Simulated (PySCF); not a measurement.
CH$_{6}$AlClOSi, singlet, at a GFN2-xTB geometry (such geometries of metal compounds can be far from the true shape), atoms displaced at random by about 0.08 Å a coordinate; DF-HF/6-31G, gradient in PySCF.

PySCF was given this input:
```python
from pyscf import gto, scf

mol = gto.Mole()
mol.atom = '''
    Al   -0.217952    0.046472   -0.095679
    Cl   -2.305064    0.207669    0.133119
    O     0.310223   -0.837855   -1.130093
    C     0.915985   -1.650062   -2.256480
    H     1.395226   -2.625763   -1.816765
    H    -0.030425   -1.889040   -3.017611
    H     1.765126   -1.173689   -2.807281
    Si    1.435072    1.161737    1.452331
    H     2.532354    1.940700    0.620872
    H     2.579988   -0.063615    2.177438
    H     1.052686    1.938468    2.385463
'''
mol.basis = '6-31g'
mol.charge = 0
mol.spin = 0
mol.verbose = 4
mol.build()

mf = scf.RHF(mol)
mf = mf.density_fit(auxbasis='def2-universal-jkfit')
mf.kernel()
g = mf.nuc_grad_method()
grad = g.kernel()
```

Q: Write the output that PySCF gives for this input, abridged.

A: 
```
PySCF version 2.14.0

[INPUT] verbose = 4
[INPUT] num. atoms = 11
[INPUT] num. electrons = 64
[INPUT] charge = 0
[INPUT] spin (= nelec alpha-beta = 2S) = 0
[INPUT] symmetry False subgroup None
[INPUT] Mole.unit = angstrom
[INPUT] Symbol           X                Y                Z      unit          X                Y                Z       unit  Magmom
[INPUT]  1 Al    -0.217952000000   0.046472000000  -0.095679000000 AA   -0.411869588301   0.087819352461  -0.180807105872 Bohr   0.0
[INPUT]  2 Cl    -2.305064000000   0.207669000000   0.133119000000 AA   -4.355939659594   0.392437534562   0.251558451976 Bohr   0.0
[INPUT]  3 O      0.310223000000  -0.837855000000  -1.130093000000 AA    0.586236507541  -1.583316482097  -2.135566265288 Bohr   0.0
[INPUT]  4 C      0.915985000000  -1.650062000000  -2.256480000000 AA    1.730960784210  -3.118165268552  -4.264129205559 Bohr   0.0
[INPUT]  5 H      1.395226000000  -2.625763000000  -1.816765000000 AA    2.636595021872  -4.961972938016  -3.433188282695 Bohr   0.0
[INPUT]  6 H     -0.030425000000  -1.889040000000  -3.017611000000 AA   -0.057494917340  -3.569768238348  -5.702458340475 Bohr   0.0
[INPUT]  7 H      1.765126000000  -1.173689000000  -2.807281000000 AA    3.335604715349  -2.217950765415  -5.304992244695 Bohr   0.0
[INPUT]  8 Si     1.435072000000   1.161737000000   1.452331000000 AA    2.711893049032   2.195364758774   2.744507832216 Bohr   0.0
[INPUT]  9 H      2.532354000000   1.940700000000   0.620872000000 AA    4.785455510447   3.667391489943   1.173278038411 Bohr   0.0
[INPUT] 10 H      2.579988000000  -0.063615000000   2.177438000000 AA    4.875470724664  -0.120214927414   4.114761473221 Bohr   0.0
[INPUT] 11 H      1.052686000000   1.938468000000   2.385463000000 AA    1.989288235164   3.663173621233   4.507871750283 Bohr   0.0

nuclear repulsion = 317.831534414573
number of shells = 43
number of NR pGTOs = 206
number of NR cGTOs = 69
basis = 6-31g
ecp = {}

******** <class 'pyscf.df.df_jk.DFRHF'> ********
method = DFRHF
initial guess = minao
damping factor = 0
level_shift factor = 0
DIIS = <class 'pyscf.scf.diis.CDIIS'>
diis_start_cycle = 1
diis_space = 8
diis_damp = 0
SCF conv_tol = 1e-09
SCF conv_tol_grad = None
SCF max_cycles = 50
direct_scf = False
Set gradient conv threshold to 3.16228e-05
Initial guess from minao.
******** <class 'pyscf.df.df.DF'> ********
auxbasis = def2-universal-jkfit
init E= -1106.48608260172
  HOMO = -0.290139852269574  LUMO = 0.0117867024877625  gap/eV = 8.21584
cycle= 1 E= -1106.28601347852  delta_E=  0.2  |g|= 0.617  |ddm|= 2.78
  HOMO = -0.37426102328267  LUMO = 0.0458735198851234  gap/eV = 11.43244
cycle= 2 E= -1106.35896596708  delta_E= -0.073  |g|= 0.396  |ddm|= 0.903
  HOMO = -0.385289707895516  LUMO = 0.0489251866324423  gap/eV = 11.81559
cycle= 3 E= -1106.38987524099  delta_E= -0.0309  |g|= 0.05  |ddm|= 0.306
  HOMO = -0.379522065279066  LUMO = 0.0563207753469086  gap/eV = 11.85989
cycle= 4 E= -1106.39087027853  delta_E= -0.000995  |g|= 0.0135  |ddm|= 0.0999
  HOMO = -0.381348747635368  LUMO = 0.0553575343882577  gap/eV = 11.88338
cycle= 5 E= -1106.39095459418  delta_E= -8.43e-05  |g|= 0.00222  |ddm|= 0.0299
  HOMO = -0.381954110127424  LUMO = 0.0549913440735186  gap/eV = 11.88989
cycle= 6 E= -1106.3909584115  delta_E= -3.82e-06  |g|= 0.000514  |ddm|= 0.00831
  HOMO = -0.381827607053556  LUMO = 0.0550775757222335  gap/eV = 11.88880
cycle= 7 E= -1106.3909586186  delta_E= -2.07e-07  |g|= 0.000156  |ddm|= 0.00178
  HOMO = -0.381830341515601  LUMO = 0.0550852796698724  gap/eV = 11.88908
cycle= 8 E= -1106.39095863951  delta_E= -2.09e-08  |g|= 4.47e-05  |ddm|= 0.000551
  HOMO = -0.381833042654681  LUMO = 0.055084044055423  gap/eV = 11.88912
cycle= 9 E= -1106.39095864118  delta_E= -1.67e-09  |g|= 1.07e-05  |ddm|= 0.000146
  HOMO = -0.381830767254784  LUMO = 0.0550845294886479  gap/eV = 11.88907
cycle= 10 E= -1106.39095864127  delta_E= -9.41e-11  |g|= 2.59e-06  |ddm|= 3.3e-05
  HOMO = -0.381830821089176  LUMO = 0.0550845744165562  gap/eV = 11.88907
Extra cycle  E= -1106.39095864127  delta_E= 4.55e-13  |g|= 1.12e-06  |ddm|= 6.14e-06
converged SCF energy = -1106.39095864127

******** <class 'pyscf.df.grad.rhf.Gradients'> for <class 'pyscf.df.df_jk.DFRHF'> ********
unit = Eh/Bohr
--------------- DFRHF gradients ---------------
         x                y                z
0 Al     0.0434032793    -0.1376662118    -0.1726977059
1 Cl     0.0321984658    -0.0048846498    -0.0047368108
2 O    -0.1269069567     0.1733715758     0.2273485415
3 C     0.0436878968     0.0251595009    -0.0090201543
4 H     0.0324961615    -0.0409541900     0.0155220427
5 H    -0.0624575703    -0.0106021746    -0.0454301569
6 H     0.0276768846    -0.0063673060    -0.0176777939
7 Si    -0.0930639947     0.1025528853     0.0893437772
8 H     0.0203281103     0.0094315145    -0.0084608246
9 H     0.0409475249    -0.0344324134     0.0205788949
10 H     0.0416901987    -0.0756085307    -0.0947698100
----------------------------------------------
```
